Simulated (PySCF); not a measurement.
Start geometry of InEt2Me, `C[CH2][In]([CH3])[CH2]C` from GFN2-xTB (Å):
```
atom  x, y, z in Å
In1   -0.1574   -0.4844    0.0175
C2     2.0446   -0.4195   -0.0296
C3     2.5623   -0.3845    1.3687
H4     2.5090    0.4746   -0.5917
H5     2.4002   -1.3200   -0.5796
H6     3.7037   -0.3537    1.3769
H7     2.3120    0.5064    1.9292
H8     2.3448   -1.2385    1.9426
C9    -1.3515    1.5894    0.0794
C10   -1.7711    1.9599   -1.3616
H11   -0.7294    2.3361    0.4794
H12   -2.2105    1.4768    0.6799
H13   -2.3877    2.9482   -1.4192
H14   -0.9398    2.0852   -2.0168
H15   -2.4285    1.1765   -1.8282
C16   -1.3465   -2.3224    0.0250
H17   -1.5180   -2.6521   -1.0294
H18   -2.3312   -2.2304    0.5240
H19   -0.7678   -3.1543    0.5182
```

Problem. What comes out of this run: PBE0-D3(BJ)/def2-SVP geometry optimisation, gas phase, def2 core potentials past Kr (PySCF 2.14.0)?

Solution. 
```
atom  x, y, z in Å
In1   -0.2031   -0.4011    0.0146
C2     1.9891   -0.4146   -0.0155
C3     2.6077   -0.3662    1.3798
H4     2.3239    0.4507   -0.6113
H5     2.3227   -1.3174   -0.5527
H6     3.7116   -0.3562    1.3445
H7     2.3043    0.5340    1.9399
H8     2.3221   -1.2372    1.9927
C9    -1.3062    1.4929    0.0267
C10   -1.7643    1.9272   -1.3640
H11   -0.6682    2.2687    0.4804
H12   -2.1760    1.3711    0.6933
H13   -2.3311    2.8749   -1.3374
H14   -0.9168    2.0879   -2.0509
H15   -2.4233    1.1802   -1.8374
C16   -1.3152   -2.2746    0.0083
H17   -1.4846   -2.5939   -1.0332
H18   -2.2975   -2.1579    0.4894
H19   -0.7578   -3.0750    0.5171
```

The energy falls by 13.5 kcal/mol over 7 energy and gradient evaluations, the largest force component goes from 0.0535 to 3.4e-04 Eh/bohr, and the atoms move by 0.085 Å rms after alignment. The bond that changes most is In1–C9 (ends: indium bonded to 3 C; carbon bonded to C, In and 2 H), which shortens by 0.202 Å. Bonds longer at the end by more than 0.005 Å: 6 of 18; shorter: 12. Among the angles that change most is In1–C2–H4, from 115.8° to 107.8°. Rotational constants go from 2472, 1348, 976.3 to 2616, 1379, 1007 MHz. The orientation of the end geometry is arbitrary; only internal coordinates are fixed.

The run used 161 basis functions and 46 SCF cycles in all. The run took 1.7 min of wall time on one thread of an Arm Neoverse V1, no GPU (shared host), and the process peaked at 0.66 GiB of memory.

No PBE0-D3(BJ)/def2-SVP frequencies stand behind this structure, so it isn't proved a minimum. The numbers are those of one conformer.
